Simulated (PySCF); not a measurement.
Sn(F)(Me)(OH)2 (CH₅FO₂Sn), SMILES [CH3][Sn]([OH])([OH])[F].

Geometry: PBE0-D3(BJ)/def2-SVP. The structure was generated by enumeration; whether it is a known compound was not checked. The def2 effective core potentials stand for the cores of Sn; spin–orbit coupling is left out. The values are those of a single conformer.

Two levels are set side by side: PBE/def2-TZVP (PySCF) and CAM-B3LYP/def2-TZVP (PySCF). Same geometry, gas phase. Differences are taken from unrounded values.

```json
[
 {"quantity": "orbital gap (eV)", "CAM-B3LYP": "10.01", "PBE": "4.93", "PBE minus CAM-B3LYP": "-5.09"},
 {"quantity": "highest occupied level (eV)", "CAM-B3LYP": "-10.28", "PBE": "-7.10", "PBE minus CAM-B3LYP": "3.18"},
 {"quantity": "lowest empty level (eV)", "CAM-B3LYP": "-0.27", "PBE": "-2.17", "PBE minus CAM-B3LYP": "-1.91"},
 {"quantity": "dipole moment (D)", "CAM-B3LYP": "1.57", "PBE": "1.50", "PBE minus CAM-B3LYP": "-0.07"},
 {"quantity": "mean polarisability (bohr³)", "CAM-B3LYP": "53.5", "PBE": "57.0", "PBE minus CAM-B3LYP": "3.5"}
]
```

PBE's occupied levels lie high since its potential decays too fast outside the molecule; exact exchange lowers them and widens the gap. PBE's more diffuse valence density responds more strongly to a field. Differences between two approximate levels are no errors against the true value.

Rough cost on one machine, each run with all the roots and properties that it gave: CAM-B3LYP against PBE within a factor of 2.
